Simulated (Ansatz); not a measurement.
Ansatz results at the PBE0-D4/def2-TZVP geometry: size of the dipole moment (B3LYP/def2-TZVPP) 2.21 D; HOMO energy (PBE/def2-TZVPP) -6.93 eV; HOMO energy (ωB97M-V/def2-TZVPP) -10.80 eV.

Each molecule was computed in one conformer, which needn't be the lowest.

Task: Which molecule gave them?
A. `C[Se][GaH2]`
B. `[Br][Ga]([Br])[Br]`
C. `CC(C)(C)[O][Ga]([F])[Cl]`
D. `[SiH3][Ga]([SiH3])[SiH3]`

Result: C. The others give `[SiH3][Ga]([SiH3])[SiH3]`: 0.25, -6.29, -9.21; `C[Se][GaH2]`: 1.30, -5.81, -8.95; `[Br][Ga]([Br])[Br]`: 0.00, -7.41, -10.91.

B3LYP here is the variant with VWN-RPA as its local correlation; programs differ in this.
